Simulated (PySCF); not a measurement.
C3H6NO, SMILES [N](C)C(C)=O, multiplicity 2. Coordinates come from a TPSSh-D3(BJ)/def2-SVP optimisation. The isomer is the one that the SMILES or the coordinates give; other isomers of the formula were not compared.

Q: Give the equilibrium geometry at TPSSh-D3(BJ)/def2-SVP (PySCF confirms it by a frequency run) as Cartesian coordinates in Å. (The exact figures need the calculation; the answer reports its results.)

A: 
```xyz
11

C      1.9201     0.1934     0.1188
N      0.5859     0.5693     0.4849
C     -0.4710    -0.0769    -0.1245
C     -1.7307    -0.1827     0.6989
O     -0.3936    -0.4168    -1.3036
H      2.4831     1.0843    -0.2082
H      2.4298    -0.1699     1.0320
H      1.9533    -0.5851    -0.6620
H     -2.4339    -0.8689     0.2101
H     -2.1931     0.8135     0.7845
H     -1.5018    -0.5268     1.7192
```
Charge 0, spin multiplicity 2.
